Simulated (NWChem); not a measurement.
Species: isopropylamine (C3H9N); SMILES C(N)(C)C

```xyz
13

C      0.6930     0.1115    -1.2576
C     -0.0224    -0.3589     0.0000
C      0.6930     0.1115     1.2576
N     -1.3779     0.1726     0.0000
H      1.7277    -0.2618    -1.2926
H      0.7129     1.2119    -1.2928
H      0.1795    -0.2451    -2.1653
H      0.0004    -1.4724     0.0000
H      0.1795    -0.2451     2.1653
H      0.7129     1.2119     1.2928
H      1.7277    -0.2618     1.2926
H     -1.8887    -0.1653     0.8140
H     -1.8887    -0.1653    -0.8140
```
Atoms are numbered in this order, from 1.

Computed with NWChem. Coordinates come from a PBE0/def2-SVP optimisation. Total energies compare along this basis series because the functional is fixed.

```
level           basis functions  energy (Ha)  highest occupied level (eV)  orbital gap (eV)  dipole (D)  relative time
--------------  ---------------  -----------  ---------------------------  ----------------  ----------  -------------
PBE/STO-3G                   29    -172.0860                        -1.80             10.09        1.35              1
PBE/def2-SVP                101    -174.1146                        -5.01              5.76        1.24              4
PBE/def2-SVPD               152    -174.1337                        -5.45              5.41        1.25             10
PBE/def2-TZVP               178    -174.3116                        -5.38              5.53        1.26             20
PBE/def2-TZVPP              250    -174.3157                        -5.39              5.54        1.22             40
```

Times are rough ratios from one shared machine.
